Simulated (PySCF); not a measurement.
SMILES [Cl][Ge]([CH2]C)([Br])[CH2]C, singlet, GFN2-xTB optimised geometry.

```
17

C     -2.92    -1.01     1.25
C     -1.41    -1.04     1.43
Ge    -0.43     0.01     0.00
Cl    -1.12     2.03     0.00
Br    -1.07    -0.92    -2.03
C      1.60     0.01     0.00
C      2.20    -1.38    -0.18
H     -3.29     0.01     1.28
H     -3.41    -1.58     2.04
H     -3.20    -1.45     0.29
H     -1.04    -2.07     1.40
H     -1.13    -0.61     2.39
H      1.92     0.67    -0.81
H      1.93     0.45     0.94
H      1.92    -2.03     0.64
H      1.87    -1.83    -1.11
H      3.29    -1.31    -0.20
```

Density from PBE0/def2-SVP (PySCF 2.14.0) at that geometry.

Minimum of the electron density along straight lines between bonded atoms, close to the bond critical point (lines longer than 1.1 times the sum of covalent radii, or with two minima, are not listed):

```csv
bond,length / Å,ρ at the minimum / e bohr⁻³,∇²ρ there / e bohr⁻⁵,position (fraction from the first atom)
C1–C2,1.520,0.242,-0.54,0.49
C2–Ge3,2.028,0.118,-0.02,0.53
Ge3–Cl4,2.143,0.101,0.15,0.44
Ge3–Br5,2.326,0.086,0.06,0.43
Ge3–C6,2.027,0.118,-0.03,0.47
C6–C7,1.520,0.242,-0.54,0.51
C1–H8,1.089,0.277,-1.02,0.63
C1–H9,1.089,0.275,-1.00,0.62
C1–H10,1.090,0.277,-1.02,0.63
C2–H11,1.090,0.274,-0.99,0.63
C2–H12,1.090,0.275,-0.99,0.63
C6–H13,1.092,0.274,-1.00,0.63
C6–H14,1.090,0.274,-0.99,0.63
C7–H15,1.089,0.276,-1.00,0.62
C7–H16,1.089,0.277,-1.03,0.63
C7–H17,1.089,0.276,-1.01,0.63
```
